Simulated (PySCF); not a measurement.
From MP2 to CCSD(T): MCs along the halogens

MP2 and CCSD(T) in PySCF with def2-TZVPP on every atom (core potentials on I, Cs), for the lowest determinant that a PBE0 search found; no spin–orbit coupling.

| molecule | state (unpaired electrons) | MP2 Re (Å) | MP2 ωe (cm⁻¹) | MP2 De (eV) | CCSD(T) Re (Å) | CCSD(T) ωe (cm⁻¹) | CCSD(T) De (eV) |
| --- | --- | --- | --- | --- | --- | --- | --- |
| CsF | singlet (closed shell) | 2.378 | 349 | 5.13 | 2.381 | 348 | 4.81 |
| CsCl | singlet (closed shell) | 2.937 | 209 | 4.33 | ? | ? | ? |
| CsBr | singlet (closed shell) | 3.117 | 145 | 4.04 | 3.134 | 143 | 3.91 |
| CsI | singlet (closed shell) | 3.356 | 115 | 3.60 | 3.382 | 112 | 3.45 |

(1) Estimate the CCSD(T) values of CsCl by adding the mean shift from MP2 to CCSD(T) of the other rows, and compare with the calculation.

(2) What are the mean differences of MP2 from CCSD(T) over the whole series?

In a basis of this size CCSD(T) is itself not converged; it tends to give bonds that are too long and too weak.

Correlated steps freeze the inner cores (1 to 9 orbitals); shallow outer-core shells are correlated. These are scalar-relativistic numbers at best; spin–orbit coupling would shift them, the dissociation energy most. Where the molecule has an RHF reference, its open-shell atoms are computed with UHF.

Answers

(1) The mean shifts are +1.5 pm, -2 cm⁻¹ and -0.20 eV, which give 2.952 Å, 207 cm⁻¹ and 4.13 eV. CCSD(T)/def2-TZVPP gives Re = 2.950 Å, ωe = 207 cm⁻¹, De = 4.16 eV.

(2) Re -1.5 pm, ωe +2 cm⁻¹, De +0.19 eV.
